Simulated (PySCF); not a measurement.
Computed structure and properties of [Au3]−

System: [Au3]− (singlet); start: template (D∞h). Method: PySCF 2.14.0, RKS TPSS, Au def2-SVP with ECP60; non-relativistic Hamiltonian with scalar-relativistic core potentials where named; density fitting; no spin-orbit coupling.

Input of the relaxation:

```python
mol = gto.M(atom='''
Au     0.00000     0.00000     2.65000
Au     0.00000     0.00000     0.00000
Au     0.00000     0.00000    -2.65000''',
    basis={'Au': 'def2-SVP'},
    ecp={'Au': 'def2-SVP'},
    charge=-1, spin=0)
mf = dft.RKS(mol, xc='TPSS')
mf.grids.atom_grid = (50, 194)
mf = mf.density_fit()  # fitting sets: Au def2-universal-JKFIT
mf.conv_tol = 1e-08; mf.max_cycle = 55
mf.kernel(dm0)  # dm0: converged density of the start geometry
# quasi-Newton relaxation in Cartesian coordinates to a largest gradient under 0.00045 Eh/bohr, steps kept in the point group
```

Run from Python with OMP_NUM_THREADS=2; the lines above give its settings. Where DIIS fails, smearing, a level shift and second-order steps follow.
It took 13 s on 2 threads of Arm Neoverse V1, with other jobs on the host, from the converged density of the start.

Course of the relaxation:

```json
{"step": "0", "energy above end (eV)": "0.0205", "largest force component within the symmetry (eV/Å)": "0.382"}
{"step": "1", "energy above end (eV)": "0.0054", "largest force component within the symmetry (eV/Å)": "0.204"}
{"step": "2", "energy above end (eV)": "0.0001", "largest force component within the symmetry (eV/Å)": "0.027"}
{"step": "3", "energy above end (eV)": "0.0000", "largest force component within the symmetry (eV/Å)": "0.002"}
```

Relaxed geometry (D∞h):

```xyz
3

Au    0.0000    0.0000    2.5988
Au    0.0000    0.0000    0.0000
Au    0.0000    0.0000   -2.5988
```

```json
{"contact": "Au2–Au1", "Å": "2.599"}
{"contact": "Au3–Au2", "Å": "2.599"}
{"contact": "Au3–Au1", "Å": "5.198"}
```

On the finer grid (75, 302):

| Item | Value |
| --- | --- |
| HOMO | -1.17 eV |
| LUMO | 1.18 eV |
| Dipole about the centre of mass | 0.00 D |
| Set of Mulliken populations of Au1 outside the core potential | s 3.44, p 6.03, d 9.85, f 0.00 |
| D3(BJ) dispersion energy (not in the energies) | -0.130 eV |

```tsv
atom	Mulliken (e)	Löwdin (e)	spin (e)
Au1	-0.32	-0.30	0.00
Au2	-0.36	-0.40	0.00
Au3	-0.32	-0.30	0.00
```

No frequency check is given for this geometry.

One start shape was tried, so this needn't be the lowest isomer.
